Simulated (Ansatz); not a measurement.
Ansatz results at the PBE0-D4/def2-TZVP geometry: LUMO energy (PBE0/def2-TZVPP) -1.51 eV; HOMO energy (PBE0/def2-TZVPP) -8.15 eV; zero-point energy (PBE0-D4/def2-TZVP) 131.9 kJ/mol.

Question: Which molecule gave them?
A. `[O-][n+]1ccccc1`
B. `[H]/N=C/C#C`
C. `[S+]#[Ge-]`
D. `C#CC1CC1`

Answer: B. The others give `[O-][n+]1ccccc1`: -1.22, -6.39, 245.5; `[S+]#[Ge-]`: -2.35, -7.91, 3.6; `C#CC1CC1`: 0.90, -7.20, 239.3.
